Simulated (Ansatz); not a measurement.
C₃H₁₀N (SMILES CC(C)[NH3+]), charge +1, singlet, geometry from GFN2-xTB; MP2/6-31G** (Ansatz, a quantum-chemistry and plane-wave program).

The Ansatz input:
Ansatz 0.2 input:
```yaml
crystal:
  periodic: [false, false, false]
  atoms:
    - {symbol: C, position_ang: [-0.39725636, -1.28515272, 0.57940966]}
    - {symbol: C, position_ang: [0.09548258, 0.13341939, 0.36938894]}
    - {symbol: C, position_ang: [-0.99337004, 1.06988112, -0.11711552]}
    - {symbol: N, position_ang: [1.19105752, 0.10155536, -0.67598328]}
    - {symbol: H, position_ang: [-0.84469694, -1.68443903, -0.32777214]}
    - {symbol: H, position_ang: [0.40505652, -1.94411756, 0.90202263]}
    - {symbol: H, position_ang: [-1.15853618, -1.29523998, 1.35356128]}
    - {symbol: H, position_ang: [0.54487941, 0.51899422, 1.28845147]}
    - {symbol: H, position_ang: [-0.61198119, 2.07383791, -0.28632852]}
    - {symbol: H, position_ang: [-1.77502768, 1.14029938, 0.63322578]}
    - {symbol: H, position_ang: [-1.44860097, 0.70137169, -1.03339990]}
    - {symbol: H, position_ang: [0.80054989, -0.25809640, -1.55779652]}
    - {symbol: H, position_ang: [1.95847618, -0.51671124, -0.38424334]}
    - {symbol: H, position_ang: [1.56334124, 1.04432681, -0.84593620]}
basis:
  gaussian:
    orbitals: 6-31G__.json
total_charge: 1
magnetization: {spin_polarized: false}
correlation: {method: mp2, electrons: outside_noble_gas}
accuracy: high
```
The basis file holds 6-31G** in the JSON format of the Basis Set Exchange.

It wrote (shortened):

```
Functional definition: HF
2741 factors; integrals over basis functions are off by at most 4.0e-9 eV
mean field evaluation 1: about -4721.8802 eV, gradient 4.1e1 eV
mean field evaluation 2: about -4721.9360 eV, gradient 4.1e1 eV
mean field evaluation 4: about -4725.9913 eV, gradient 3.1e0 eV
mean field evaluation 8: about -4726.0249 eV, gradient 8.2e-5 eV
mean field -4726.02491690 eV, -173.6782122814 hartree, gradient 1.0e-8 eV, S^2 0.000000; 0 other end points of the search recorded, 0 dependent functions left out
4 core orbitals not correlated
reference -4726.02491690 eV, -173.6782122814 hartree; 13, 13 occupied and 93, 93 virtual orbitals, 2741 factors
second order -16.81349904 eV of doubles, -0.00000000 eV of singles
Total energy: -4742.83841594 eV, -174.2960969744 hartree
```
